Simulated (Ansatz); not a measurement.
Molecule: methoxysilane, CH₆OSi, net charge 0, singlet state. 
Geometry from a B3LYP-D3(BJ)/def2-TZVP (Ansatz, a program for electronic structure) optimisation:
SMILES: O(C)[SiH3]
```xyz
9

Si     1.0072     0.2847     0.1736
O     -0.3092    -0.5077    -0.4154
C     -1.6411    -0.1893    -0.0463
H      2.1880    -0.3427    -0.4511
H      1.0809     0.1649     1.6527
H      0.9516     1.7305    -0.1643
H     -1.8932     0.8414    -0.3167
H     -1.7973    -0.3187     1.0297
H     -2.3104    -0.8637    -0.5797
```
Charge 0, spin multiplicity 1.

Property: vertical ionisation energy (to the doublet state of charge +1; each state is the SCF solution reached for its spin), in eV. Correlated levels leave the core frozen unless marked. UHF or UKS for open shells. Spin-orbit coupling is left out. No relativistic terms. Basis-set limits of correlation are two-point, X^-3; Hartree-Fock from the larger set.

CCSD(T)/CBS(aug-cc-pV(T+d)Z,aug-cc-pV(Q+d)Z) (Ansatz) gives 10.93 eV.

**Question.** Another calculation gave 10.63 eV. Which level was it?
A. B3LYP/def2-TZVPD (Ansatz)
B. CAM-B3LYP/def2-TZVPD (Ansatz)
C. PBE/def2-TZVPD (Ansatz)
D. r2SCAN/def2-TZVPD (Ansatz)

**Answer.** B, CAM-B3LYP/def2-TZVPD (Ansatz). The others give 10.25 (r2SCAN), 10.11 (PBE), 10.45 (B3LYP) eV.
